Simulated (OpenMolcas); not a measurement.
N2+, P2+, As2+, Sb2+: ns² np down the group

- Program: OpenMolcas 26.06
- Method: SS-CASPT2, IPEA 0.25 Eh, imaginary shift 0.1 Eh
- Basis: ANO-RCC-VQZP
- Scalar Hamiltonian: DKH2, point nucleus
- Spin-orbit coupling: RASSI with atomic mean-field integrals over the reference wave functions, term energies averaged over their components

Active space for each ion: 3 electrons in 8 orbitals (s p s p); closed shells correlated by CASPT2: N2+ 1s; P2+ 2s 2p; As2+ 3d; Sb2+ 4d.

Computed levels in cm-1 above ²P°_1/2:

| Level | N2+ | P2+ | As2+ | Sb2+ |
| --- | --- | --- | --- | --- |
| ²P°_3/2 | 169 | 484 | 2570 | 5630 |
| weight of ²P° in the lowest level (%) | 100 | 100 | 100 | 100 |

Measured, with the error of the calculation in %. Measured levels: N2+ from Moore, Selected Tables of Atomic Spectra, NSRDS-NBS 3, section 5; P2+ from Martin, Zalubas and Musgrove, J. Phys. Chem. Ref. Data 14, 751 (1985); As2+ from Moore, Atomic Energy Levels, vol. II, NSRDS-NBS 35 (1971 reprint of NBS Circular 467, 1952); Sb2+ from Moore, Atomic Energy Levels, vol. III, NSRDS-NBS 35 (1971 reprint of NBS Circular 467, 1958).

| Level | N2+ | P2+ | As2+ | Sb2+ |
| --- | --- | --- | --- | --- |
| ²P°_3/2 | 174 (-2.9) | 559 (-13.5) | 2940 (-12.5) | 6576 (-14.4) |

The fine-structure level ²P°_3/2 changes by a factor of 33.3 from N2+ to Sb2+.

Over all roots computed the reference weight is 0.86 to 0.99 in P2+, 0.87 to 0.98 in As2+, 0.83 to 0.94 in Sb2+; the roots of lowest weight are the least certain, and an intruder state may touch them. Active for correlation alone: 3p 3s; no level in the range computed is led by a configuration that fills them, so any true level of that kind is missing (holds for N2+). The run also gave levels led by 3s² 4p, which use shells meant for correlation; these and all levels above them are left out (holds for P2+). The run also gave levels led by 4s² 5p, which use shells meant for correlation; these and all levels above them are left out (holds for As2+). The run also gave levels led by 5s² 6p, which use shells meant for correlation; these and all levels above them are left out (holds for Sb2+). Computed and measured levels are paired by configuration, term and J; levels that our copy of the source lacks, or whose pairing is in doubt (as where it misses far off the trend of its configuration), stay unpaired and out of the deviations. Levels of configurations outside the active space are missing.

° marks odd parity.
